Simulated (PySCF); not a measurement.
Sb(H)2(SiH3) (H₅SbSi), SMILES [SiH3][SbH2].

Geometry: B3LYP-D3(BJ)/def2-TZVP. The def2 effective core potentials stand for the cores of Sb; spin–orbit coupling is left out.

Level of theory: B3LYP-D3(BJ)/def2-TZVP (PySCF).

Frequencies are harmonic and unscaled.

Computed harmonic wavenumbers and intensities:
| mode | ν (cm⁻¹) | IR (km/mol) | moving atoms (share of kinetic energy) |
|---|---|---|---|
| 1 | 124 | 0.9 | H 100 % |
| 2 | 298 | 0.5 | Si 71 %, Sb 20 %, H 8 % |
| 3 | 391 | 9.2 | H 98 % |
| 4 | 407 | 13.8 | H 98 % |
| 5 | 602 | 39.5 | H 91 % |
| 6 | 627 | 1.6 | H 92 % |
| 7 | 829 | 24.3 | H 99 % |
| 8 | 877 | 369.2 | H 92 %, Si 8 % |
| 9 | 951 | 48.6 | H 97 % |
| 10 | 954 | 40.9 | H 97 % |
| 11 | 1927 | 124.4 | H 99 % |
| 12 | 1932 | 141.9 | H 99 % |
| 13 | 2212 | 87.5 | H 99 % |
| 14 | 2226 | 96.2 | H 96 % |
| 15 | 2232 | 88.8 | H 96 % |
